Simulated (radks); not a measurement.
The numbers below are computed, except where a source is named.
Species: Ca2+. Configuration: [Ar]. Level of theory: non-relativistic Kohn-Sham, TPSS, spin-polarised, spherical densities, point nucleus; meta-GGA in the generalised Kohn-Sham scheme (a radial shooting solver on a logarithmic mesh with Libxc functionals).

Unscreened Slater integrals over Kohn-Sham orbitals (eV). They are taken over the spin-up orbitals.

integral    value
F0(3p,3p)  19.537
F2(3p,3p)  9.8418
F0(3p,3s)  20.311
G1(3p,3s)  13.529
F0(3p,2p)  26.578
F2(3p,2p)  4.8960
G0(3p,2p)  1.9198
G2(3p,2p)  1.9666
F0(3s,3s)  21.184
F0(3s,2p)  28.151
G1(3s,2p)  2.1926
F0(2p,2p)  75.799
F2(2p,2p)  35.460
